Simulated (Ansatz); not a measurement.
Input file for CH7ClGeO2Si, SMILES `C[O][Ge]([OH])([SiH3])[Cl]`:

```yaml
crystal:
  periodic: [false, false, false]
  atoms:
    - {symbol: C, position_ang: [0.575123, 1.470001, 1.478752]}
    - {symbol: O, position_ang: [0.788502, 1.201921, 0.109392]}
    - {symbol: Ge, position_ang: [-0.296877, 0.138388, -0.793280]}
    - {symbol: O, position_ang: [0.118568, 0.409446, -2.480229]}
    - {symbol: Si, position_ang: [-0.193557, -2.184534, -0.277528]}
    - {symbol: Cl, position_ang: [-2.304259, 0.873761, -0.408793]}
    - {symbol: H, position_ang: [0.663528, 0.565611, 2.093324]}
    - {symbol: H, position_ang: [-0.408297, 1.917159, 1.656999]}
    - {symbol: H, position_ang: [1.343211, 2.176111, 1.799675]}
    - {symbol: H, position_ang: [0.249810, 1.341960, -2.676338]}
    - {symbol: H, position_ang: [-1.219105, -2.886454, -1.084689]}
    - {symbol: H, position_ang: [1.165559, -2.690279, -0.587445]}
    - {symbol: H, position_ang: [-0.482196, -2.333081, 1.170160]}
basis:
  gaussian: {orbitals: def2-TZVPP}
correlation: {method: ccsd_t}
```

```sh
$ ansatz run in.yaml --threads 2 --pin off --events-out ev --progress --plain --max-ram 32768MiB --backend cuda --devices 0, --max-vram 18GiB
```

The program prints (abridged):

```
Functional definition: HF
  name "HF"
  cite "Fock, Z. Phys. 61, 126 (1930) doi:10.1007/BF01340294"
  parent pbe
  exchange = exact_x
  correlation = 0
1948 factors; integrals over basis functions are off by at most 1.1e-3 eV
mean field evaluation 1: about -82055.2519 eV, gradient 4.9e1 eV
mean field evaluation 2: about -82055.5421 eV, gradient 4.9e1 eV
mean field evaluation 4: about -82060.5981 eV, gradient 4.6e0 eV
mean field evaluation 8: about -82060.6891 eV, gradient 3.4e-1 eV
mean field evaluation 16: about -82060.6902 eV, gradient 1.4e-6 eV
mean field -82060.69017628 eV, -3015.6747412449 hartree, gradient 1.4e-6 eV, S^2 0.000000; 0 other end points of the search recorded, 0 dependent functions left out
22 core orbitals not correlated: weight in the atoms' cores, before any rotation towards them, 1.000 or more for the frozen orbitals, at most 0.000 for the correlated occupied ones
reference -82060.69017628 eV, -3015.6747412449 hartree; 24, 24 occupied and 277, 277 virtual orbitals, 1948 factors
second order -33.13787103 eV of doubles, -0.00000000 eV of singles
cycle   1  -33.41984601 eV  change   -2.8e-1 eV  update   1.3e-1
cycle   2  -34.29840737 eV  change   -8.8e-1 eV  update   3.9e-2
cycle   3  -34.48581648 eV  change   -1.9e-1 eV  update   2.1e-2
cycle   4  -34.46623712 eV  change    2.0e-2 eV  update   4.8e-3
cycle   5  -34.46300059 eV  change    3.2e-3 eV  update   2.4e-3
cycle   6  -34.46439357 eV  change   -1.4e-3 eV  update   7.2e-4
cycle   7  -34.46402229 eV  change    3.7e-4 eV  update   3.0e-4
cycle   8  -34.46389468 eV  change    1.3e-4 eV  update   9.3e-5
cycle   9  -34.46393693 eV  change   -4.2e-5 eV  update   3.7e-5
perturbative correction -1.33304035 eV, -0.0489883291 hartree
Total energy: -82096.48715356 eV, -3016.9902558956 hartree
```

Run time 14 s (2 threads of an AMD EPYC 7R13 on a shared host and a share of an NVIDIA H100 80 GB); peak host memory 1.3 GiB.

The correlation energy is -35.797 eV, 3.7 % of it from (T); the T1 diagnostic reads 0.0121.
